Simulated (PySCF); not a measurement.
Electron correlation in Ge²⁺ (germanium, charge +2)

[Ar] 3d10 4s2, closed-shell 1S. Computed with PySCF 2.14 in def2-TZVP (6s5p4d1f, 48 functions), with no relativity, point nucleus. Frozen: [Ar] 3d10; 2 electrons correlated.

Total MP2 correlation energy: -28.84 mhartree.

Same-spin part 0.00 and opposite-spin part -28.84 mhartree; SCS-MP2 scales them by 1/3 and 6/5 to -34.61 mhartree.

With two correlated electrons CCSD is exact within the correlated space (frozen core and kept virtual orbitals).

```tsv
level	correlation energy (mhartree)
CCSD	-40.10
```

Diagnostics: T1 = 0.0046, D1 = 0.0065, largest double amplitude 0.104.

Cost of the coupled-cluster step: 0.25 s of wall time on 1 thread of Intel(R) Xeon(R) Platinum 8259CL CPU @ 2.50GHz (shared host), for 2 correlated electrons.
